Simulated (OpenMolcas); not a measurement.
Ir5+: moving or changing the point charges

Ir5+ among 6 point charges of -1.7 e arranged as a trigonal antiprism (D3d), 1.78 Å from the ion, with a polar angle of 64.0° against the regular 54.74°.
```
   0.0000    1.6004    0.7792  -1.70
  -1.3860   -0.8002    0.7792  -1.70
   1.3860   -0.8002    0.7792  -1.70
   0.0000   -1.6004   -0.7792  -1.70
   1.3860    0.8002   -0.7792  -1.70
  -1.3860    0.8002   -0.7792  -1.70
```

```json
{
  "Program": "OpenMolcas 26.06",
  "Method": "SS-CASPT2, IPEA 0.25 Eh, imaginary shift 0.1 Eh (closed shells correlated: 5s 5p)",
  "Basis": "ANO-RCC-VDZP [7s6p4d2f]",
  "Scalar Hamiltonian": "DKH2, point nucleus",
  "Active space": "4 electrons in 5 orbitals (5d)",
  "State averaging": "2S+1 = 5 even, 5 roots; 2S+1 = 3 even, 45 roots; 2S+1 = 1 even, 50 roots",
  "Spin-orbit coupling": "state interaction with AMFI integrals over the reference wave functions"
}
```

Runs around this geometry, states (labels of D3, the rotations of D3d). Energies in cm-1 above the lowest state or level, χT in cm3 K/mol.

```
R (Å)  q (e)  Polar angle / regular  Ground state  First state of that spin  First gap with spin-orbit (degeneracies)  χT at 300 K  First state of another spin
 1.78  -1.36                   1.17            5E                  5E 12340                               3590 (1, 1)        0.081                    3A2 10120
  1.7   -1.7                   1.17            5E                  5E 18460                               4260 (1, 1)        0.095                     3A2 1920
 1.78   -1.7                   1.17            5E                  5E 15420                               3710 (1, 1)        0.089                     3A2 6130
 1.94   -1.7                   1.17            5E                  5E 11110                               3450 (1, 1)        0.078                    3A2 11780
 1.78   -1.7                   1.26            5E                  5E 20070                               3100 (1, 1)        0.107                     3A2 4350
```

Taking the first state of the same spin as R^-n, n = -ln(11110 / 18460) / ln(1.94 / 1.7) = 3.8 between the shortest and longest distance.

Scaling the charges by -1.36 / -1.7 = 0.80 scales the first state of the same spin by 12340 / 15420 = 0.80; with fixed orbitals a first-order splitting would follow the charge.

Roots that are degenerate in the reference are averaged as groups; the widest CASPT2 spread within a group is 140 cm-1 (the 2-fold group of multiplicity 1 near 69700 cm-1 above the lowest state of its run, R = 1.78, q = -1.7, ratio = 1.17). Shifts and gaps below about the spread of the groups concerned are not significant. This shell can be high or low spin here, a state of another spin lies low, and with metal d orbitals alone active their balance is uncertain, so the ground spin may be wrong. Point charges give a weaker field than real ligands, and real ions of this kind are as a rule low spin; the high spin found here belongs to the model. Free-ion shares, where given, are those of the reference states; single-state CASPT2 does not remix them. Spin-orbit coupling mixes the spin-free states strongly: the lowest level takes only 50 % from its leading state, 5E (figures for R = 1.78, q = -1.36, ratio = 1.17; the like holds for R = 1.7, q = -1.7, ratio = 1.17, R = 1.78, q = -1.7, ratio = 1.17, R = 1.94, q = -1.7, ratio = 1.17, R = 1.78, q = -1.7, ratio = 1.26). An orbital doublet at a regular site is open to a Jahn-Teller distortion, which this geometry leaves out (holds for R = 1.78, q = -1.36, ratio = 1.17; R = 1.94, q = -1.7, ratio = 1.17; R = 1.78, q = -1.7, ratio = 1.26). Point charges carry no covalency, so the field is a model and not that of real ligands. No measured value stands beside these numbers.
